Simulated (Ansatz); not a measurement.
Geometry optimisation, RKS B3LYP-D4/STO-3G (Ansatz 0.2.0).

input.yaml

```yaml
crystal:
  periodic: [false, false, false]
  atoms:
    - { symbol: C, position_ang: [-1.4579, 0.2925, 0.3034] }
    - { symbol: C, position_ang: [-0.241, 0.3758, -0.1035] }
    - { symbol: Al, position_ang: [1.1004, -1.0121, -0.5229] }
    - { symbol: S, position_ang: [2.6295, 0.5161, 0.2645] }
    - { symbol: S, position_ang: [0.9551, 1.7029, -0.4257] }
    - { symbol: H, position_ang: [-2.0038, -0.6008, 0.4277] }
    - { symbol: H, position_ang: [-2.0207, 1.261, 0.4808] }
    - { symbol: H, position_ang: [1.1305, -2.5923, -0.4801] }
basis:
  gaussian: { orbitals: STO-3G }
hamiltonian:
  xc: b3lyp
  dispersion: d4
relax:
  f_tol: 0.02
  max_steps: 40
```

Run as:

```bash
$ ansatz run input.yaml --threads 1 --pin off --max-ram 2048MiB --backend cpu --events-out ev --progress --plain --runs-dir out
```

Where does it end, and by what steps?

The run converged. Limits of this set-up: minimal basis. After 7 steps the energy has fallen by 1.324 eV; S4 moved furthest, 0.60 Å.

```
step  energy less start (eV)  largest force component (eV/Å)  accepted
   0                  0.0000                           5.557       yes
   1                 -1.0328                           1.536       yes
   2                 -1.1392                           1.047       yes
   3                 -1.2351                           0.422       yes
   4                 -1.2853                           0.695       yes
   5                 -1.3229                           0.165       yes
   6                 -1.3239                           0.033       yes
   7                 -1.3241                           0.009       yes
```

```xyz
8
Properties=species:S:1:pos:R:3
C -1.495 0.347 0.232
C -0.167 0.283 0.042
Al 1.158 -1.056 -0.256
S 2.629 0.455 -0.332
S 0.914 1.737 0.016
H -2.114 -0.559 0.241
H -2.048 1.283 0.390
H 1.217 -2.545 -0.390
```

Whether the end is a true minimum wasn't checked by a vibrational analysis.

The run took 20 s on 1 thread of Arm Neoverse V1, on a shared host, peak memory 0.12 GiB.
